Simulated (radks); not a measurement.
Values are calculated unless marked as measured or tabulated.
Ionisation of neutral boron, [He] 2s2 2p1, to [He] 2s2 as the strength of local exchange is varied. Code: a radial shooting solver on a logarithmic mesh with Libxc functionals. Model: non-relativistic Kohn-Sham, Slater X-alpha exchange (alpha = 2/3 is LDA exchange), no correlation, spin-unpolarised, spherical densities, point nucleus.

[
 {"alpha": "0.657", "E(B) (hartree)": "-24.00386", "exchange (hartree)": "-3.16104", "IE (eV)": "7.113", "-e of the level emptied (eV)": "2.659 (2p)", "<r> of it (bohr)": "2.402"},
 {"alpha": "0.667", "E(B) (hartree)": "-24.05201", "exchange (hartree)": "-3.21381", "IE (eV)": "7.199", "-e of the level emptied (eV)": "2.724 (2p)", "<r> of it (bohr)": "2.388"},
 {"alpha": "0.679", "E(B) (hartree)": "-24.10988", "exchange (hartree)": "-3.27731", "IE (eV)": "7.302", "-e of the level emptied (eV)": "2.804 (2p)", "<r> of it (bohr)": "2.372"},
 {"alpha": "0.744", "E(B) (hartree)": "-24.42509", "exchange (hartree)": "-3.62468", "IE (eV)": "7.872", "-e of the level emptied (eV)": "3.253 (2p)", "<r> of it (bohr)": "2.288"},
 {"alpha": "0.851", "E(B) (hartree)": "-24.95034", "exchange (hartree)": "-4.20896", "IE (eV)": "8.853", "-e of the level emptied (eV)": "4.047 (2p)", "<r> of it (bohr)": "2.168"},
 {"alpha": "0.921", "E(B) (hartree)": "-25.29824", "exchange (hartree)": "-4.59958", "IE (eV)": "9.524", "-e of the level emptied (eV)": "4.603 (2p)", "<r> of it (bohr)": "2.099"},
 {"alpha": "0.947", "E(B) (hartree)": "-25.42832", "exchange (hartree)": "-4.74635", "IE (eV)": "9.779", "-e of the level emptied (eV)": "4.816 (2p)", "<r> of it (bohr)": "2.075"},
 {"alpha": "1.028", "E(B) (hartree)": "-25.83654", "exchange (hartree)": "-5.20943", "IE (eV)": "10.593", "-e of the level emptied (eV)": "5.504 (2p)", "<r> of it (bohr)": "2.006"}
]

NIST Atomic Spectra Database: 8.298 eV (measured). The Delta-SCF value meets it near alpha = 0.79. Spin polarisation and multiplet splitting are left out, so open shells lie too high by an amount that depends on their filling.

Beside tabulated values, note that spin-unpolarised runs miss the spin-polarisation part of the exchange energy of open shells.
